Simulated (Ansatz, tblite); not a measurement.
Forces on the cluster ZnSn₁₂⁺ at its PBE-D4/def2-SVP geometry. Total charge 1; doublet.

In the def2 sets Sn takes a core potential; there is no spin–orbit coupling. The xTB rows come from tblite. Single mean-field runs in def2-TZVP are fitted with def2-universal-jkfit. The structure comes from a short search, and lower isomers may exist.

GFN1-xTB (tblite), largest force 2.94 eV/Å:

```xyz
13
positions Å, forces eV/Å
Zn    2.102   -1.194    1.380   -0.127    0.072   -0.083
Sn   -0.007    0.004   -0.005    0.133   -0.076    0.084
Sn   -2.705    0.213    1.543    2.607   -0.272   -1.321
Sn    0.192    0.535    3.036   -0.882    0.080   -2.482
Sn   -0.820    2.855    0.959    0.884   -2.686   -0.787
Sn   -2.286    1.299   -1.501    1.878   -1.067    1.235
Sn   -2.281   -1.911   -0.943    2.221    1.669    0.951
Sn   -0.691   -2.346    1.887   -0.304    1.965   -1.729
Sn   -0.134   -0.582   -3.064    0.259    0.454    2.890
Sn    0.769    2.363   -1.889   -0.566   -2.237    1.815
Sn    2.706   -0.244   -1.468   -2.526    0.590    0.463
Sn    0.863   -2.827   -0.897   -1.321    2.278    0.090
Sn    2.292    1.834    0.962   -2.255   -0.770   -1.125
```

GFN2-xTB (tblite), largest force 1.53 eV/Å:

```
Zn -0.216 0.123 -0.141
Sn -0.473 0.268 -0.313
Sn 0.943 -0.073 -0.544
Sn -0.191 -0.081 -0.982
Sn 0.283 -0.998 -0.340
Sn 1.155 -0.657 0.758
Sn 0.796 0.674 0.328
Sn 0.068 0.768 -0.644
Sn 0.041 0.207 1.072
Sn -0.275 -0.827 0.660
Sn -0.931 0.150 0.343
Sn -0.391 0.908 0.175
Sn -0.810 -0.463 -0.372
```

PBE-D4/def2-TZVP (Ansatz), largest force 0.09 eV/Å:

```
Zn 0.022 -0.013 0.014
Sn -0.040 0.022 -0.028
Sn 0.076 -0.003 -0.051
Sn -0.016 -0.006 -0.076
Sn 0.019 -0.083 -0.033
Sn 0.065 -0.037 0.044
Sn 0.064 0.061 0.025
Sn 0.005 0.060 -0.050
Sn 0.000 0.020 0.091
Sn -0.028 -0.069 0.054
Sn -0.073 0.012 0.026
Sn -0.031 0.071 0.013
Sn -0.064 -0.036 -0.029
```
